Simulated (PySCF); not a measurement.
Molfile (atoms numbered from 1):
```
C5H6F3OP
     RDKit          3D

 16 16  0  0  0  0  0  0  0  0999 V2000
   -2.5152   -1.1563   -1.7602 O   0  0  0  0  0  0  0  0  0  0  0  0
   -1.7312   -0.8657   -0.5262 P   0  0  1  0  0  5  0  0  0  0  0  0
    0.0521   -1.2006   -0.4963 C   0  0  0  0  0  0  0  0  0  0  0  0
    0.7189   -0.1677    0.0287 C   0  0  0  0  0  0  0  0  0  0  0  0
    2.2096   -0.1494    0.2087 C   0  0  0  0  0  0  0  0  0  0  0  0
    2.7489    0.8952   -0.4283 F   0  0  0  0  0  0  0  0  0  0  0  0
    2.7936   -1.2522   -0.2497 F   0  0  0  0  0  0  0  0  0  0  0  0
    2.5204   -0.0258    1.5047 F   0  0  0  0  0  0  0  0  0  0  0  0
   -0.0715    1.0251    0.5041 C   0  0  0  0  0  0  0  0  0  0  0  0
   -1.4982    0.8871   -0.0354 C   0  0  0  0  0  0  0  0  0  0  0  0
   -2.2044   -1.5273    0.6502 H   0  0  0  0  0  0  0  0  0  0  0  0
    0.5242   -2.1182   -0.8517 H   0  0  0  0  0  0  0  0  0  0  0  0
   -0.0588    1.0378    1.6071 H   0  0  0  0  0  0  0  0  0  0  0  0
    0.4109    1.9611    0.1822 H   0  0  0  0  0  0  0  0  0  0  0  0
   -2.2724    1.2267    0.6661 H   0  0  0  0  0  0  0  0  0  0  0  0
   -1.6303    1.4467   -0.9757 H   0  0  0  0  0  0  0  0  0  0  0  0
  1  2  2  0
  2  3  1  0
  3  4  2  0
  4  5  1  0
  5  6  1  0
  5  7  1  0
  5  8  1  0
  4  9  1  0
  9 10  1  0
 10  2  1  0
  2 11  1  1
  3 12  1  0
  9 13  1  0
  9 14  1  0
 10 15  1  0
 10 16  1  0
M  END
```

Geometry: PBE0-D3(BJ)/def2-SVP; GIAO absolute shieldings from PySCF 2.14.0 with density-fitted response routines, gas phase, non-relativistic, averaged over equivalent atoms.

At PBE0/pcSseg-1 (207 basis functions, 34 s wall time on 1 thread of an Intel Xeon 6975P-C, shared host):
```csv
atoms,σ (ppm)
O1,221.7
P2,299.4
C4,28.0
C3,46.7
C5,57.8
C10,155.6
C9,157.0
F6/F7/F8,262.1
H11,23.08
H12,24.52
H14,28.63
H13,28.99
H15,29.14
H16,29.40
```

Estimate the result of repeating the calculation with CAM-B3LYP/pcSseg-1.

Results:


```
   atoms  σ at CAM-B3LYP/pcSseg-1  change
      O1                    223.2    +1.5
      P2                    289.7    -9.7
      C4                     22.4    -5.6
      C3                     41.4    -5.3
      C5                     53.7    -4.1
     C10                    153.0    -2.6
      C9                    156.2    -0.8
F6/F7/F8                    263.5    +1.4
     H11                    23.38   +0.30
     H12                    24.64   +0.12
     H14                    28.76   +0.13
     H13                    29.13   +0.14
     H15                    29.24   +0.10
     H16                    29.50   +0.10
```

The largest change is at P2 (phosphorus bonded to 2 C, O, H, in a 5-membered ring). Cost: 207 basis functions, 35 s wall time on 1 thread of an Intel Xeon 6975P-C, shared host. The order of the carbon signals is the same at both levels.
